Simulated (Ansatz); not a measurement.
Program: Ansatz. Geometries: PBE0-D4/def2-TZVP. ΔE: electronic, gas phase. CCSD(T)/CBS adds triple-zeta CCSD(T) − MP2 to the extrapolated MP2 energy (def2 sets, frozen cores). This one scheme is used for every species. DFT in def2-TZVPP. HSE06 is defined as in plane-wave codes. Triplets are unrestricted, without spin–orbit coupling. One conformer a species, not always the lowest.

Consider the formal loss of a carbene: `C[O][Al]([OH])[OH]` → `[CH2]` (triplet) + `[OH][Al]([OH])[OH]`.

CCSD(T)/CBS gives +371.9 kJ/mol.

Q: Another level gave +376.9 kJ/mol. Which?
A. CCSD/def2-TZVPP
B. LC-ωPBE/def2-TZVPP
C. SCS-MP2/def2-TZVPP
D. HSE06/def2-TZVPP

A: C. SCS-MP2/def2-TZVPP 376.9, CCSD/def2-TZVPP 353.4, LC-ωPBE 364.7, HSE06 369.5 kJ/mol.

Largest T1 diagnostic among the species: 0.012.

Leaving LDA and LC-ωPBE aside and taking each functional with its dispersion term where it has one, the values, not all of them listed here, spread over 40.9 kJ/mol, from r2SCAN0-D4 to ωB97X-V. LDA lies +69.1 kJ/mol from PBE without D4. From BLYP to BHLYP (50 % exact exchange), in def2-TZVPP and without D4, ΔE moves by −7.1 kJ/mol. In def2-TZVPP, CCSD(T) changes the Hartree–Fock value by +122.8 kJ/mol (the triples alone add +9.8 kJ/mol) and MP2 by +129.8 kJ/mol.
